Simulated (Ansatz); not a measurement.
Compare A (`CN[SiH](C)O`) with its isomer B (`NCOC[SiH3]`).

Isolated molecules relaxed with PBE0-D4/def2-TZVP in Ansatz; ΔE leaves out vibrations. CBS: MP2 limit from def2 TZ/QZ plus the TZ coupled-cluster correction, frozen cores. Functionals use def2-TZVPP. B3LYP here is the variant with VWN-RPA as its local correlation; programs differ in this. Each species was taken in one conformer, which may not be the lowest.

**Question.** Which is lower in electronic energy at CCSD(T)/CBS, and by how much? (Best estimate.)

**Answer.** The calculation gave: A, by 77.7 kcal/mol.

**Question.** Give E(B) − E(A) in kcal/mol with ωB97M-V, B3LYP, PBE0-D4, r2SCAN-D4, HF/def2-TZVPP, B2PLYP, PBE-D4. (Best estimate.)

**Answer.** Computed: ωB97M-V 76.3, B3LYP 74.3, PBE0-D4 74.2, r2SCAN-D4 76.5, HF/def2-TZVPP 76.4, B2PLYP 76.4, PBE-D4 71.7. None reverses the order clearly.

Largest T1 diagnostic: 0.011.

From PBE to PBE0 (25 % exact exchange), in def2-TZVPP and without D4, E(B) − E(A) moves by +2.6 kcal/mol. The D4 term adds +0.9 kcal/mol with B3LYP and +0.5 kcal/mol with PBE0; it sums over pairs of atoms, weighted by their polarisabilities, and B3LYP, whose exchange is more repulsive, gets the larger term.
